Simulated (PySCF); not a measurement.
Compound: C₉H₇N.
Bonds: C1–C2 (aromatic), C2–C3 (aromatic), C3–C4 (aromatic), C4–N5 (aromatic), N5–C6 (aromatic), C6–C7 (aromatic), C7–C8 (aromatic), C8–C9 (aromatic), C9–C10 (aromatic), C1–C10 (aromatic), C4–C9 (aromatic). Hydrogens: H11 on C1; H12 on C2; H13 on C3; H14 on C6; H15 on C7; H16 on C8; H17 on C10.

Structure optimised with GFN2-xTB, isolated species.

List the bond lengths and angles at this level.

| bond | length (Å) |
| --- | --- |
| C1–C2 | 1.405 |
| C2–C3 | 1.367 |
| C3–C4 | 1.410 |
| C4–N5 | 1.349 |
| N5–C6 | 1.302 |
| C6–C7 | 1.407 |
| C7–C8 | 1.368 |
| C8–C9 | 1.411 |
| C9–C10 | 1.409 |
| C1–C10 | 1.367 |
| C4–C9 | 1.423 |
| C1–H11 | 1.080 |
| C2–H12 | 1.080 |
| C3–H13 | 1.079 |
| C6–H14 | 1.083 |
| C7–H15 | 1.079 |
| C8–H16 | 1.082 |
| C10–H17 | 1.081 |

A selection of angles:
| angle | degrees |
| --- | --- |
| C2–C1–C10 | 120.5 |
| C2–C1–H11 | 119.3 |
| C10–C1–H11 | 120.2 |
| C1–C2–C3 | 120.7 |
| C1–C2–H12 | 119.1 |
| C3–C2–H12 | 120.2 |
| C2–C3–C4 | 120.2 |
| C2–C3–H13 | 121.8 |
| C4–C3–H13 | 118.0 |
| C3–C4–N5 | 118.8 |
| C3–C4–C9 | 119.1 |
| N5–C4–C9 | 122.1 |
| C4–N5–C6 | 118.6 |
| N5–C6–C7 | 124.0 |
| N5–C6–H14 | 115.8 |
| C7–C6–H14 | 120.1 |
| C6–C7–C8 | 118.5 |
| C6–C7–H15 | 120.0 |
| C8–C7–H15 | 121.5 |
| C7–C8–C9 | 119.3 |
| C7–C8–H16 | 121.3 |
| C9–C8–H16 | 119.4 |
| C8–C9–C10 | 123.4 |
| C4–C9–C8 | 117.4 |
| C4–C9–C10 | 119.1 |
| C9–C10–H17 | 118.8 |
| C1–C10–C9 | 120.4 |
| C1–C10–H17 | 120.9 |

The 6-membered ring C4–N5–C6–C7–C8–C9 has internal angles of 117.4° to 124.0°; it is planar, 0.00 Å rms from its mean plane, widest ring torsion 0°. N5 (pyridine-type nitrogen) is bent (angle 118.6°). The C–N distances run from 1.302 Å (N5–C6, aromatic) to 1.349 Å (C4–N5, aromatic), a spread of 0.047 Å. The 10 heavy atoms lie in one plane (0.001 Å rms). Of the pairs four or more bonds apart, H16···H17 is among the closest relative to their van der Waals radii: 2.51 Å, 105 % of the sum of Bondi's values. The C–C distances run from 1.367 Å (C2–C3, aromatic) to 1.423 Å (C4–C9, aromatic), a spread of 0.056 Å. The 6-membered ring C1–C2–C3–C4–C9–C10 has internal angles of 119.1° to 120.7°; it is planar, 0.00 Å rms from its mean plane, widest ring torsion 0°.

Point group: Cs (every atom within 0.08 Å of its image). Not checked by GFN2-xTB frequencies.

These are computed values.
